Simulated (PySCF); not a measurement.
Species: C7H6NP.
Atom-mapped SMILES: `[CH3:1][c:2]1[cH:3][cH:4][p:5][c:6]([C:7]#[N:8])[cH:9]1` (hydrogens: H10, H11, H12 on C1; H13 on C3; H14 on C4; H15 on C9)

The closed-shell ground state was solved at several levels (PySCF, density fitting, gas phase, non-relativistic). Isolated species at its GFN2-xTB geometry, gas phase.

| level | basis functions | total energy (Eh) | HOMO (eV) | LUMO (eV) | gap (eV) | dipole (D) |
| --- | --- | --- | --- | --- | --- | --- |
| PBE0/pcSseg-1 | 190 | -665.8661 | -7.48 | -2.36 | 5.12 | 5.89 |
| B3LYP/def2-SVPD | 232 | -666.1271 | -7.24 | -2.48 | 4.76 | 5.87 |

Problem. Estimate the row for PBE0/def2-SVPD, a basis of 232 functions; the other rows only guide the guess.

Solution. Total energy -665.5923 Eh, HOMO -7.46 eV, LUMO -2.35 eV, gap 5.11 eV, dipole 5.93 D.

Problem. How far do the dipole and the HOMO energy spread over the levels?

Solution. The dipole runs from 5.87 to 5.93 D (mean 5.90 D) and the HOMO from -7.48 to -7.24 eV.
